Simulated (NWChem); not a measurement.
Molecule: C₃H₉OSi, doublet; SMILES CO[Si](C)C

```xyz
14

C      0.1184     2.2689    -0.0295
O      0.6898     0.9867    -0.1648
Si     0.0079    -0.4453     0.4402
C      1.1225    -1.8183    -0.2242
C     -1.7699    -0.6479    -0.2018
H      0.0578     2.5933     1.0355
H     -0.9090     2.3287    -0.4602
H      0.7542     3.0006    -0.5703
H      0.7856    -2.8085     0.1433
H      1.0932    -1.8263    -1.3353
H      2.1732    -1.6676     0.0930
H     -1.7775    -0.6383    -1.3140
H     -2.4414     0.1578     0.1569
H     -2.1915    -1.6151     0.1400
```
Atoms are numbered in this order, from 1.

Results from NWChem. Pople sets run with spherical d functions. Spin-unrestricted. Geometry: optimised at PBE-D3(BJ)/def2-SVP, spin-unrestricted. Not confirmed as a minimum by frequencies. No stability test was run on the SCF state. Level BLYP/6-31G*: energy and gradient; each run changes one setting, and changes count from the defaults (medium grid, exact Coulomb integrals, symmetry on).

**Question.** Which setting moves the energy most, and by about how much (defaults; extra-fine grid; tight SCF thresholds and tolerances; Coulomb fitting, Ahlrichs set)?

**Answer.** Coulomb fitting, Ahlrichs set, by about 700 μHa.
```csv
setting,size of the energy change (μHa),largest change of a gradient component (μHa/bohr),"time, defaults = 1 (rough)"
defaults,< 10,< 30,about 1
"Coulomb fitting, Ahlrichs set",700,90,0.5
tight SCF thresholds and tolerances,< 10,< 30,about 1
extra-fine grid,< 10,< 30,4
```
